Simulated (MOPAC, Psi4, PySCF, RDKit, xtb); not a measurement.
Two geometries of SMILES B/C=C\[SeH], singlet, relaxed at B3LYP-D3(BJ)/def2-SVP with one dihedral held; other torsions can differ between them too.

Structure A

```
9

B     -1.3823     0.1728     0.0350
C     -0.1933    -0.7819    -0.1160
C      1.1286    -0.4770    -0.0282
Se     1.9933     1.1890     0.2442
H     -2.5122    -0.2454    -0.0396
H     -1.2192     1.3560     0.2155
H     -0.3860    -1.8453    -0.3117
H      1.8848    -1.2474    -0.2248
H      0.9202     1.8105     1.0405
```

Structure B

```
9

B      1.3196     0.1743    -0.0207
C      0.1608    -0.8187    -0.1152
C     -1.1535    -0.4809    -0.0481
Se    -1.8374     1.2737     0.1749
H      2.4669    -0.1923    -0.0874
H      1.0924     1.3545     0.1241
H      0.3520    -1.8913    -0.2468
H     -1.9393    -1.2402    -0.1222
H     -3.2457     0.8327     0.1513
```

Which is lower in energy at the level DF-MP2 (frozen core)/cc-pVTZ // B3LYP-D3(BJ)/def2-SVP (Psi4), and by how much?

B is lower, by 8.13 kJ/mol (dihedral C2–C3–Se4–H9: 30° in A, 180° in B).

E(B) − E(A) in kJ/mol at the other levels, on the same two geometries: B3LYP/def2-TZVP // B3LYP-D3(BJ)/def2-SVP (Psi4) -8.91; B3LYP-D3(BJ)/def2-TZVP // B3LYP-D3(BJ)/def2-SVP (Psi4) -8.70; PBE/def2-TZVP // B3LYP-D3(BJ)/def2-SVP (Psi4) -9.07; PBE-D3(BJ)/def2-TZVP // B3LYP-D3(BJ)/def2-SVP (Psi4) -8.84; r2SCAN/def2-TZVP // B3LYP-D3(BJ)/def2-SVP (Psi4) -9.65; HF/cc-pVTZ // B3LYP-D3(BJ)/def2-SVP (Psi4) -8.73; UFF // B3LYP-D3(BJ)/def2-SVP (RDKit) -10.14; PM3, restricted, heats of formation // B3LYP-D3(BJ)/def2-SVP (MOPAC) -4.79; AM1, restricted, heats of formation // B3LYP-D3(BJ)/def2-SVP (MOPAC) -2.89; GFN1-xTB // B3LYP-D3(BJ)/def2-SVP (xtb) -4.26; restricted B3LYP/6-31G*, spherical d // B3LYP-D3(BJ)/def2-SVP (PySCF) -7.85; restricted LDA (SVWN5)/6-31G*, spherical d // B3LYP-D3(BJ)/def2-SVP (PySCF) -8.05; restricted BP86/6-31G*, spherical d // B3LYP-D3(BJ)/def2-SVP (PySCF) -7.87; restricted B3LYP/3-21G // B3LYP-D3(BJ)/def2-SVP (PySCF) -6.19.
